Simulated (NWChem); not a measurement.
# CH4ClNTi; SMILES [NH]=[Ti]([Cl])[CH3]

```xyz
8

Ti    -0.1420     0.3099     0.2062
N     -1.3418     1.0999    -0.5910
H     -2.0866     1.4257    -1.2067
Cl    -0.1134    -1.9268     0.0983
C      1.6198     1.2618    -0.3384
H      2.4756     0.8077     0.1950
H      1.5974     2.3486    -0.1520
H      1.7732     1.1181    -1.4222
```
Atoms are numbered in this order, from 1.

Level: PBE0/def2-SVP (NWChem), optimised geometry, unscaled harmonic frequencies. 

List the harmonic frequencies with IR intensities, and the thermochemistry.


| frequency (cm⁻¹) | IR intensity (km/mol) |
|---|---|
| 79 | 4.0 |
| 112 | 7.8 |
| 143 | 4.7 |
| 201 | 8.5 |
| 406 | 13.5 |
| 433 | 84.6 |
| 457 | 100.8 |
| 532 | 87.7 |
| 592 | 181.6 |
| 624 | 93.1 |
| 1084 | 147.9 |
| 1142 | 12.3 |
| 1388 | 6.4 |
| 1397 | 7.4 |
| 3021 | 2.7 |
| 3130 | 6.1 |
| 3145 | 4.4 |
| 3617 | 123.5 |

| Quantity | Result |
|---|---|
| zero-point energy | 30.7 kcal/mol |
| thermal correction to the enthalpy at 298.15 K (with zero-point energy) | 35.7 kcal/mol |
| heat capacity Cv | 21.8 cal/(mol K) |
| entropy at 298.15 K and 1 atm (symmetry number 1) | 82.9 cal/(mol K) |
| dipole moment | 2.98 D |

Rigid rotor and harmonic oscillator; modes under 100 cm⁻¹ make the entropy uncertain.
